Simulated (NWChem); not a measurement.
The numbers come from NWChem runs, not from measurements. System: Te (-1), charge -1, spin multiplicity 2. Its SCF solution wasn't tested for a lower state. Level: ROCCSD(T)/def2-TZVPD with def2 effective core potentials on Te, 4 core orbitals frozen.

Job file:

```
start mol
memory heap 100 mb stack 700 mb global 1900 mb
charge -1
geometry units angstroms nocenter noautoz
  Te     0.000000     0.000000     0.000000
  symmetry group D2h
end
basis spherical
  * library def2-tzvpd
end
ecp
  Te library def2-ecp
end
scf
  rohf
  nopen 1
  maxiter 100
  thresh 1e-7
  semidirect memsize 60000000 filesize 0
  # guess.movecs holds the orbitals of an unrestricted PBE0 run
  vectors input guess.movecs swap 11 13 output mol.movecs
end
tce
  freeze core 4
  ccsd(t)
  2eorb
  2emet 13
  thresh 1e-6
  maxiter 100
  tilesize 24
end
task tce energy
```

Part of the output:

```
             Northwest Computational Chemistry Package (NWChem) 7.3.0
             --------------------------------------------------------

                                NWChem Input Module
                                -------------------

 Scaling coordinates for geometry "geometry" by  1.889725989
 (inverse scale =  0.529177249)

                             Geometry "geometry" -> ""
                             -------------------------

 Output coordinates in angstroms (scale by  1.889725989 to convert to a.u.)

  No.       Tag          Charge          X              Y              Z
 ---- ---------------- ---------- -------------- -------------- --------------
    1 Te                  52.0000     0.00000000     0.00000000     0.00000000

 Effective nuclear repulsion energy (a.u.)       0.0000000000

            Nuclear Dipole moment (a.u.)
            ----------------------------
        X                 Y               Z
 ---------------- ---------------- ----------------
     0.0000000000     0.0000000000     0.0000000000

      Symmetry information
      --------------------

 Group name             D2h
 Group number             26
 Group order               8
 No. of unique centers     1

      Symmetry unique atoms

     1


 Summary of "ao basis" -> "" (spherical)
 ------------------------------------------------------------------------------
       Tag                 Description            Shells   Functions and Types
 ---------------- ------------------------------  ------  ---------------------
 *                         def2-tzvpd                 on all atoms

 Summary of "ao basis" -> "ao basis" (spherical)
 ------------------------------------------------------------------------------
       Tag                 Description            Shells   Functions and Types
 ---------------- ------------------------------  ------  ---------------------
 Te                        def2-tzvpd               19       59   7s6p4d2f

                                 NWChem SCF Module
                                 -----------------

  ao basis        = "ao basis"
  functions       =    59
  atoms           =     1
  closed shells   =    12
  open shells     =     1
  charge          =  -1.00
  wavefunction    = ROHF
  use symmetry    = T
  symmetry adapt  = T

 Summary of "ao basis" -> "ao basis" (spherical)
 ------------------------------------------------------------------------------
       Tag                 Description            Shells   Functions and Types
 ---------------- ------------------------------  ------  ---------------------
 Te                        def2-tzvpd               19       59   7s6p4d2f

      Symmetry analysis of basis
      --------------------------

        ag         15
        au          2
        b1g         4
        b1u        10
        b2g         4
        b2u        10
        b3g         4
        b3u        10

 Forming initial guess at       0.1s

 Swapping ROHF orbitals    11   13

      Symmetry analysis of molecular orbitals - initial
      -------------------------------------------------

  Numbering of irreducible representations:

     1 ag          2 au          3 b1g         4 b1u         5 b2g
     6 b2u         7 b3g         8 b3u

  Orbital symmetries:

     1 ag          2 b3u         3 b2u         4 b1u         5 ag
     6 b1g         7 b2g         8 ag          9 b3g        10 ag
    11 b1u        12 b2u        13 b3u        14 b3u        15 b2u
    16 b1u        17 ag         18 ag         19 b2g        20 b1g
[...]
    18      0.172664  1 Te py                15     -0.167740  1 Te py

 center of mass
 --------------
 x =   0.00000000 y =   0.00000000 z =   0.00000000

 moments of inertia (a.u.)
 ------------------
           0.000000000000           0.000000000000           0.000000000000
           0.000000000000           0.000000000000           0.000000000000
           0.000000000000           0.000000000000           0.000000000000

  Mulliken analysis of the total density
  --------------------------------------

    Atom       Charge   Shell Charges
 -----------   ------   -------------------------------------------------------
    1 Te  24    25.00   0.28 -0.84  1.56  1.00  1.03  0.90  0.07 -0.51  6.47  1.06  2.27  1.50  0.21  9.08  0.89  0.03 -0.00  0.00  0.00

 Mulliken analysis of the open-shell density
 -------------------------------------------

    Atom       Charge   Shell Charges
 -----------   ------   -------------------------------------------------------
    1 Te  24     1.00   0.00 -0.00  0.00  0.00  0.00  0.00 -0.00 -0.01  0.01  0.21  0.50  0.27  0.02  0.00  0.00  0.00  0.00  0.00  0.00

       Multipole analysis of the density wrt the origin
       ------------------------------------------------

     L   x y z        total         open         nuclear
     -   - - -        -----         ----         -------
     0   0 0 0     -1.000000     -1.000000     24.000000

     1   1 0 0      0.000000     -0.000000      0.000000
     1   0 1 0      0.000000     -0.000000      0.000000
     1   0 0 1     -0.000000      0.000000      0.000000

     2   2 0 0    -23.639755     -5.737523      0.000000
     2   1 1 0     -0.000000      0.000000      0.000000
     2   1 0 1      0.000000     -0.000000      0.000000
     2   0 2 0    -28.283603     -1.856151      0.000000
     2   0 1 1      0.000000     -0.000000      0.000000
     2   0 0 2    -28.283603     -1.856151      0.000000

                   NWChem Extensible Many-Electron Theory Module
                   ---------------------------------------------


            General Information
            -------------------
      Number of processors :     1
         Wavefunction type : Restricted open-shell Hartree-Fock
          No. of electrons :    25
           Alpha electrons :    13
            Beta electrons :    12
           No. of orbitals :   118
            Alpha orbitals :    59
             Beta orbitals :    59
        Alpha frozen cores :     4
         Beta frozen cores :     4
     Alpha frozen virtuals :     0
      Beta frozen virtuals :     0
         Spin multiplicity : doublet
    Number of AO functions :    59
       Number of AO shells :    19
        Use of symmetry is : on
      Symmetry adaption is : on
         Schwarz screening : 0.10D-09

          Correlation Information
          -----------------------
          Calculation type : Coupled-cluster singles & doubles w/ perturbation
   Perturbative correction : (T)
            Max iterations :      100
        Residual threshold : 0.10D-05
     T(0) DIIS level shift : 0.00D+00
     L(0) DIIS level shift : 0.00D+00
     T(1) DIIS level shift : 0.00D+00
     L(1) DIIS level shift : 0.00D+00
     T(R) DIIS level shift : 0.00D+00
     T(I) DIIS level shift : 0.00D+00
   CC-T/L Amplitude update :  5-th order DIIS
                I/O scheme : Global Array Library
        L-threshold :  0.10D-05
        EOM-threshold :  0.10D-05
 no EOMCCSD initial starts read in
 TCE RESTART OPTIONS
 SLICE:      F
 D4D5:       F
 quantumc:   F
 qrotation:  F
 pwtce:      F
 qducc:      F
 nacto:                         0
 nrotv:                         0
 nrot:                          0

            Memory Information
            ------------------
          Available GA space size is     249029838 doubles
          Available MA space size is     104842012 doubles

 Maximum block size supplied by input
 Maximum block size        24 doubles

 tile_dim =     11

 -------------------------------------------------

 Global array virtual files algorithm will be used

 Parallel file system coherency ......... OK

 4-electron integrals stored in orbital form

 v2    file size   =           246115
 4-index algorithm nr.  13 is used
 imaxsize =       30
 imaxsize ichop =        0


CCSD iterations
 ---------------------------------------------------------
 Iter          Residuum       Correlation     Cpu    Wall
 ---------------------------------------------------------
    1   0.2083523010478  -0.4502183468436     5.1     5.1
    2   0.0327936387845  -0.4174688431396     4.8     4.8
    3   0.0085903606150  -0.4269760322576     5.0     5.0
    4   0.0024568816143  -0.4261746654605     5.0     5.0
    5   0.0014308656195  -0.4265919459662     5.0     5.0
    6   0.0007681785013  -0.4266343843649     5.0     5.0
    7   0.0003981621835  -0.4266258740035     5.0     5.0
    8   0.0003500883859  -0.4266189974624     4.9     4.9
    9   0.0003379889975  -0.4266250266833     5.0     5.0
   10   0.0003614619630  -0.4266244469329     4.8     4.8
   11   0.0000288575999  -0.4266288253229     4.9     4.9
   12   0.0000140423051  -0.4266271755450     5.0     5.0
   13   0.0000077432577  -0.4266272268373     5.1     5.1
   14   0.0000048069926  -0.4266271698234     5.0     5.0
   15   0.0000031227755  -0.4266271837470     5.2     5.2
   16   0.0000012001551  -0.4266272337674     5.2     5.2
   17   0.0000006208395  -0.4266271797563     5.0     5.0
 -----------------------------------------------------------------
 Iterations converged
 CCSD correlation energy / hartree =        -0.426627179756323
 CCSD total energy / hartree       =      -267.467049306267768

 Singles contributions

 Doubles contributions
 CCSD(T)
 Using plain CCSD(T) code
             total no. of tasks        15807
 total no. of tasks / no. procs        15807
                         wl_min            1           1.0
                         wl_max        35937           5.7
        thresh for no. of tasks        15807

 CCSD[T]  correction energy / hartree =        -0.009264211069485
 CCSD[T] correlation energy / hartree =        -0.435891390825808
 CCSD[T] total energy / hartree       =      -267.476313517337246
 CCSD(T)  correction energy / hartree =        -0.009069511145485
 CCSD(T) correlation energy / hartree =        -0.435696690901808
 CCSD(T) total energy / hartree       =      -267.476118817413237

 Task  times  cpu:      103.3s     wall:      103.3s

 Total times  cpu:      103.4s     wall:      103.4s
```
